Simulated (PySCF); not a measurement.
**Electron correlation in Bi (bismuth, neutral)**

[Xe] 4f14 5d10 6s2 6p3, high-spin 4S determinant. All numbers are calculated (PySCF 2.14, the spin-free X2C one-electron Hamiltonian (Gaussian nucleus), in ANO-RCC-VTZP (8s7p5d3f2g, 93 functions)). Frozen: [Xe] 4f14 5d10; 5 electrons correlated.

```
  level  correlation energy (mhartree)
   CCSD                         -60.17
    (T)                          -1.62
CCSD(T)                         -61.79
```

Diagnostics: T1 = 0.0043, D1 = 0.0103, largest double amplitude 0.043.

Spin-orbit coupling is strong in this species (close to jj coupling), so the high-spin LS determinant is a model state, not a physical level.

Cost of the coupled-cluster step: of the order of 4 core-seconds, for 5 correlated electrons.

Iterations:

```
CC2 = 0
CCSD nocc = (np.int64(4), np.int64(1)), nmo = (54, 54)
frozen orbitals [[0, 1, 2, 3, 4, 5, 6, 7, 8, 9, 10, 11, 12, 13, 14, 15, 16, 17, 18, 19, 20, 21, 22, 23, 24, 25, 26, 27, 28, 29, 30, 31, 32, 33, 34, 35, 36, 37, 38], [0, 1, 2, 3, 4, 5, 6, 7, 8, 9, 10, 11, 12, 13, 14, 15, 16, 17, 18, 19, 20, 21, 22, 23, 24, 25, 26, 27, 28, 29, 30, 31, 32, 33, 34, 35, 36, 37, 38]]
max_cycle = 100
direct = 0
conv_tol = 1e-08
conv_tol_normt = 1e-06
diis_space = 8
diis_start_cycle = 0
Init t2, MP2 energy = -0.0509445193606387
Init E_corr(UCCSD) = -0.0509445193880088
cycle = 1  E_corr(UCCSD) = -0.0582657615660336  dE = -0.00732124218  norm(t1,t2) = 0.0316431
cycle = 2  E_corr(UCCSD) = -0.0596726417497356  dE = -0.00140688018  norm(t1,t2) = 0.00853677
cycle = 3  E_corr(UCCSD) = -0.0601763539804712  dE = -0.000503712231  norm(t1,t2) = 0.00283626
cycle = 4  E_corr(UCCSD) = -0.0601656514394161  dE = 1.07025411e-05  norm(t1,t2) = 0.000336447
cycle = 5  E_corr(UCCSD) = -0.0601657397406984  dE = -8.83012823e-08  norm(t1,t2) = 4.78067e-05
cycle = 6  E_corr(UCCSD) = -0.0601655640252777  dE = 1.75715421e-07  norm(t1,t2) = 1.09003e-05
cycle = 7  E_corr(UCCSD) = -0.0601656273289563  dE = -6.33036787e-08  norm(t1,t2) = 1.90109e-06
cycle = 8  E_corr(UCCSD) = -0.060165607266569  dE = 2.00623873e-08  norm(t1,t2) = 2.36945e-07
cycle = 9  E_corr(UCCSD) = -0.0601656092000618  dE = -1.93349282e-09  norm(t1,t2) = 6.05676e-08
UCCSD converged
E(UCCSD) = -21528.3948275484  E_corr = -0.06016560920006181
UCCSD(T) correction = -0.00162377786993912
```

Spin-orbit coupling is strong in this species, so the high-spin LS determinant is a model state.
